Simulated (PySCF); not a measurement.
TDDFT excited states: C4H9ClSi

C₄H₉ClSi.
SMILES with atom numbers: `[Cl:1][SiH2:2][CH:3]1[CH2:4][CH2:5][CH2:6]1` (hydrogens: H7, H8 on Si2; H9 on C3; H10, H11 on C4; H12, H13 on C5; H14, H15 on C6)

Method: PySCF 2.14.0, density-fitted response routines, TDDFT CAM-B3LYP/def2-SVPD, vertical, gas phase, core orbitals frozen in the response. One conformer (not necessarily the lowest) at the PBE0-D3(BJ)/def2-SVP geometry, without solvent, vibrations or thermal averaging. Torsions of this conformer, `[Cl:1][SiH2:2][CH:3]1[CH2:4][CH2:5][CH2:6]1`: Cl1–Si2–C3–C4 -168°.

Task: What does the calculation give for the low-lying excited states?

Result: 

| state | E (eV) | ν̃ (cm⁻¹) | f | \|μ\| (D) | main configurations (H = HOMO, L = LUMO) |
| --- | --- | --- | --- | --- | --- |
| S1 | 7.10 | 57250 | 0.0072 | 0.52 | H→L (91%) |
| S2 | 7.59 | 61200 | 0.012 | 0.64 | H-1→L (86%) |
| S3 | 7.73 | 62330 | 0.022 | 0.87 | H→L+1 (88%) |
| S4 | 8.27 | 66720 | 0.021 | 0.82 | H→L+2 (76%) |
| S5 | 8.36 | 67400 | 0.022 | 0.82 | H-4→L (28%), H-1→L+1 (24%), H-2→L (14%) |
| S6 | 8.42 | 67880 | 0.011 | 0.58 | H-1→L+1 (37%), H-4→L (23%) |

The lowest singlet lies at 7.10 eV (175 nm, vacuum ultraviolet) and is weak; its leading configuration is HOMO→LUMO (91%). The largest oscillator strength of a single state is 0.022. Löwdin shares by element: HOMO carbon 34% or more, chlorine 19%, silicon 16% (atoms not listed hold the other 31%); LUMO chlorine 25%, silicon 24%, hydrogen 18% or more (atoms not listed hold the other 32%). The listed states span 1.32 eV, and the widest gap between neighbours is 0.55 eV (S3 to S4). Of the 6 states listed, 5 reach f = 0.01 and none stays under 0.0005. Weighted by f, the mean energy of these states is 8.00 eV. The window holds the lowest 6 singlets.

On one thread, AMD EPYC 9R14 (x86_64) (shared host), this took 28 s and 0.96 GiB of memory at its peak.

Without π bonds the low states are Rydberg-like; a valence basis with one diffuse set may place them up to an eV too high.
